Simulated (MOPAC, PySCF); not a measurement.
Pair of molecules: H2S (SMILES S) (first 3 atoms) with CH5N (SMILES CN); geometry from B3LYP-D3(BJ)/def2-TZVP.
(charge 0, multiplicity 1):
```xyz
10

S      0.2986     0.1311    -0.1314
H      0.5133     0.2579     1.2085
H      0.5767    -1.1820    -0.1245
C     -0.6937    -0.3746     3.6384
N      0.5120     0.3754     3.2790
H     -0.5821    -1.4084     3.3094
H     -1.5462     0.0442     3.1032
H     -0.9250    -0.3785     4.7100
H      1.3326    -0.0096     3.7309
H      0.4385     1.3441     3.5659
```

Interaction energies are E(AB) − E(A) − E(B) at the monomers' geometry in the complex; basis-set methods are counterpoise corrected. Rows marked so take none.

Rows in 6-31G* carry no dispersion term and start afresh at each structure (6-31G* with six Cartesian d functions). The state that AM1, PM7 reach isn't checked; PM7 holds dispersion and hydrogen-bond terms.

Programs: MOPAC for AM1, PM7 (differences of heats of formation); PySCF for 6-31G* rows. Each number belongs to the level named beside it.

Q: One of these levels gives -26.0 kJ/mol for the interaction energy. Which one is it?
A. B3LYP/6-31G* (no counterpoise)
B. AM1
C. PM7
D. BP86/6-31G* (no counterpoise)

A: D, BP86/6-31G* (no counterpoise). The others give 0.3 (AM1), -19.1 (PM7), -23.5 (B3LYP/6-31G* (no counterpoise))
